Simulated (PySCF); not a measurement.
C₅H₅F, SMILES C(C(=C)F)#CC.

Coordinates come from a B3LYP-D3(BJ)/def2-SVP optimisation.

Computed with PySCF with B3LYP-D3(BJ)/def2-SVP.

Frequencies are harmonic and unscaled.

| mode | ν (cm⁻¹) | IR (km/mol) | moving atoms (share of kinetic energy) |
|---|---|---|---|
| 1 | 3 | 0.1 | H 94 % |
| 2 | 115 | 2.3 | C 60 %, F 22 %, H 19 % |
| 3 | 159 | 3.6 | C 75 %, H 20 % |
| 4 | 330 | 2.6 | C 70 %, H 21 %, F 9 % |
| 5 | 374 | 1.2 | C 81 %, H 18 % |
| 6 | 408 | 4.4 | C 45 %, F 31 %, H 24 % |
| 7 | 577 | 0.3 | C 74 %, F 18 % |
| 8 | 642 | 0.2 | C 86 %, H 12 % |
| 9 | 698 | 10.0 | C 69 %, H 21 %, F 10 % |
| 10 | 723 | 0.3 | H 89 % |
| 11 | 872 | 49.1 | H 69 %, C 31 % |
| 12 | 950 | 39.0 | H 42 %, F 30 %, C 28 % |
| 13 | 1032 | 3.1 | H 69 %, C 31 % |
| 14 | 1034 | 2.3 | H 68 %, C 32 % |
| 15 | 1077 | 20.9 | C 71 %, H 24 % |
| 16 | 1329 | 136.4 | C 74 %, H 18 % |
| 17 | 1385 | 0.6 | H 84 %, C 16 % |
| 18 | 1400 | 14.0 | H 67 %, C 33 % |
| 19 | 1442 | 8.4 | H 97 % |
| 20 | 1443 | 7.7 | H 97 % |
| 21 | 1710 | 98.5 | C 92 % |
| 22 | 2351 | 47.3 | C 100 % |
| 23 | 3023 | 18.2 | H 97 % |
| 24 | 3100 | 3.7 | H 91 %, C 9 % |
| 25 | 3106 | 3.0 | H 91 %, C 9 % |
| 26 | 3174 | 2.5 | H 95 % |
| 27 | 3285 | 0.1 | H 89 %, C 11 % |
